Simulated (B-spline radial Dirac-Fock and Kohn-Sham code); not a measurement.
## f′ and f″ of Gd, 15.31 keV to 49.03 keV

Method: the dispersion relation over Dirac-Hartree-Slater subshell photoionisation cross sections, with the Kissel-Pratt high-energy constant (isolated atom, no bound-bound lines or fine structure). Computed with a B-spline atomic structure program. The forward scattering factor is f₀ + f′ + i f″.

Edges near this range: K 50239.0 eV.

```
hν (eV)   λ (Å)  f′ (e)  f″ (e)  tabulated f′  tabulated f″
  15310  0.8098  -0.123   4.930         -0.13          4.81
  17140  0.7234  -0.109   4.077         -0.12          3.97
17479.3  0.7093  -0.116   3.944         -0.13          3.83
  17520  0.7077  -0.117   3.928         -0.13          3.82
  17700  0.7005  -0.121   3.861         -0.13          3.75
22162.9  0.5594  -0.321   2.626         -0.34          2.56
24209.8  0.5121       ?       ?             ?             ?
  30000  0.4133  -0.768   1.547         -0.78          1.52
  31930  0.3883  -0.879   1.385         -0.89          1.36
  36240  0.3421  -1.136   1.105         -1.15          1.08
  36870  0.3363  -1.176   1.072         -1.19          1.05
  40000  0.3100  -1.396   0.926         -1.40          0.90
  44060  0.2814  -1.782   0.778         -1.78          0.75
  44990  0.2756  -1.904   0.749         -1.91          0.73
  49030  0.2529  -3.043   0.641         -3.09          0.63
```

Task: What are f′ and f″ at 24209.8 eV?

Result: f′ = -0.437 and f″ = 2.253 electrons (tables: -0.45 and 2.20). By the optical theorem f″ corresponds to a photoabsorption cross section 2 rₑ λ f″ = 6500 b.

Tabulated f′: xraylib 4.2 anomalous scattering factors (Cullen et al., EPDL97); f″: Chantler's tables (J. Phys. Chem. Ref. Data 1995 and 2000). Both are theoretical tables.
